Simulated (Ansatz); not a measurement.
C₅H₁₀O, singlet, at a GFN2-xTB geometry; HF/def2-SVPD run with Ansatz (a first-principles code).

Ansatz was given this input:
Ansatz 0.2 input:
```yaml
crystal:
  periodic: [false, false, false]
  atoms:
    - {symbol: C, position_ang: [-0.68335356, 1.49443814, 0.63351971]}
    - {symbol: C, position_ang: [-0.34810626, 0.13970397, 0.02548663]}
    - {symbol: C, position_ang: [-1.58277578, -0.52834582, -0.56332602]}
    - {symbol: C, position_ang: [0.52035895, -0.77219087, 0.91402999]}
    - {symbol: C, position_ang: [1.57981994, -0.59925461, -0.17442728]}
    - {symbol: O, position_ang: [0.71998731, 0.23829510, -0.94380759]}
    - {symbol: H, position_ang: [0.22011881, 1.97197176, 1.00463915]}
    - {symbol: H, position_ang: [-1.38470807, 1.36882607, 1.45493316]}
    - {symbol: H, position_ang: [-1.12725010, 2.13855221, -0.12110362]}
    - {symbol: H, position_ang: [-1.31064694, -1.47069212, -1.03232458]}
    - {symbol: H, position_ang: [-2.02681022, 0.11545813, -1.31813284]}
    - {symbol: H, position_ang: [-2.31202457, -0.71669159, 0.22096900]}
    - {symbol: H, position_ang: [0.77997843, -0.35441034, 1.88317827]}
    - {symbol: H, position_ang: [0.14415130, -1.78437380, 1.03709402]}
    - {symbol: H, position_ang: [2.48977742, -0.07321596, 0.12919069]}
    - {symbol: H, position_ang: [1.85185574, -1.50789003, -0.71968076]}
basis:
  gaussian:
    orbitals: def2-SVPD
hamiltonian:
  xc: hf
```

The log (banner, timings and long lists left out):

```
Functional definition: HF
1939 factors; their error is unknown
mean field evaluation 1: about -7337.7479 eV, gradient 3.8e1 eV
mean field evaluation 2: about -7341.0948 eV, gradient 1.7e1 eV
mean field evaluation 4: about -7341.7186 eV, gradient 1.2e0 eV
mean field evaluation 8: about -7341.8305 eV, gradient 3.7e-1 eV
mean field -7341.83079227 eV, -269.8073051445 hartree, gradient 1.4e-5 eV, S^2 0.000000; 0 other end points of the search recorded, 0 dependent functions left out
reference -7341.83079227 eV, -269.8073051445 hartree; 24, 24 occupied and 179, 179 virtual orbitals, 1939 factors
Total energy: -7341.83079227 eV, -269.8073051445 hartree
```
